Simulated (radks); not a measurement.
Ta2+, 71 electrons, occupied as [Kr] 4d10 4f14 5s1.5 5p6 5d3.5 (fractional occupations, a model configuration). Method: scalar-relativistic Kohn-Sham, LDA (Slater exchange, Perdew-Wang correlation), spin-polarised, spherical densities, point nucleus; open shells are filled with parallel spins first (spin-orbit coupling, left out, can overturn this in heavy ions); computed with a radial shooting solver on a logarithmic mesh with Libxc functionals.

X-ray form factor f0, the Fourier transform of the density (f0(0) = 71):

sin(theta)/lambda (1/angstrom)  f0 (electrons)
0.05                                    70.248
0.1                                     68.167
0.15                                    65.178
0.2                                     61.731
0.25                                    58.165
0.3                                     54.681
0.4                                     48.312
0.5                                     42.853
0.6                                     38.193
0.8                                     30.667
1                                       25.023
1.25                                    20.196
1.5                                     17.192
2                                       13.614
